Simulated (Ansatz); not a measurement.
Z-matrix (Å, degrees):
```
C
N 1 1.448
H 1 1.091 2 110.7
H 1 1.098 2 112.4 3 121.4
H 1 1.095 2 109.5 3 -118.5
C 2 1.448 1 115.2 3 178.2
Ge 2 1.777 1 120.2 3 -25.7
H 6 1.091 2 110.7 1 -178.2
H 6 1.098 2 112.4 1 60.4
H 6 1.095 2 109.5 1 -59.7
F 7 1.708 2 110.3 1 162.8
F 7 1.708 2 110.3 1 42.2
F 7 1.715 2 117.7 1 -77.5
```

The species carries charge 0 and has multiplicity 1.

Question: List the CAM-B3LYP/def2-TZVPP orbital energies in eV (the Gaussian-basis code of Ansatz). (Estimate.)

Answer: The calculation gave: Occupied: -10854.37, -1358.39, -1209.37, -1209.36, -1209.33, -673.65, -673.65, -673.49, -392.39, -280.07, -280.07, -173.47, -123.82, -123.79, -123.71, -37.90, -37.89, -37.49, -37.31, -37.31, -34.72, -33.71, -33.54, -27.64, -22.29, -20.18, -17.85, -15.93, -15.57, -15.46, -14.85, -14.70, -14.01, -13.87, -13.83, -13.55, -13.37, -13.22, -13.18, -12.62, -12.12, -8.86. Lowest empty: 0.57, 1.81, 2.21, 2.87, 3.30, 3.59, 3.67, 4.05.
